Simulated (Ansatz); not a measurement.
HI, charge +1, doublet, at a GFN2-xTB geometry (a state made from the parent by changing its charge; the spin is typed, not shown lowest) (all electrons, no relativity); WB97X-V/6-311G** run with Ansatz (a program for electronic structure).

The Ansatz input:
Ansatz 0.2 input:
```yaml
crystal:
  periodic: [false, false, false]
  atoms:
    - {symbol: I, position_ang: [-0.00000000, -0.00000000, -0.03003641]}
    - {symbol: H, position_ang: [0.00000000, 0.00000000, 1.59192986]}
basis:
  gaussian:
    orbitals: 6-311G__.json
hamiltonian:
  xc: {name: wB97X-V}
total_charge: 1
magnetization: {spin_polarized: true, initial_magnetization: 1}
accuracy: high
```
The basis file holds 6-311G** in the JSON format of the Basis Set Exchange.

Task: Predict the main parts of the log of this Ansatz run.

Result: 
```
Functional definition: wB97X-V
950 factors; integrals over basis functions are off by at most 5.9e-9 eV
160 factors; integrals over basis functions are off by at most 1.1e-9 eV
mean field evaluation 1: about -188283.5299 eV, gradient 1.1e1 eV
mean field evaluation 2: about -188283.7560 eV, gradient 9.8e0 eV
mean field evaluation 4: about -188283.8428 eV, gradient 7.7e-1 eV
mean field evaluation 8: about -188283.8677 eV, gradient 2.8e-2 eV
mean field evaluation 16: about -188283.8677 eV, gradient 1.6e-5 eV
mean field -188283.86774156 eV, -6919.3045161128 hartree, gradient 7.3e-8 eV, S^2 0.752453; 0 other end points of the search recorded, 0 dependent functions left out
reference -188283.86774148 eV, -6919.3045161101 hartree; 27, 26 occupied and 41, 42 virtual orbitals, 950 factors
Total energy: -188283.86774148 eV, -6919.3045161101 hartree
```
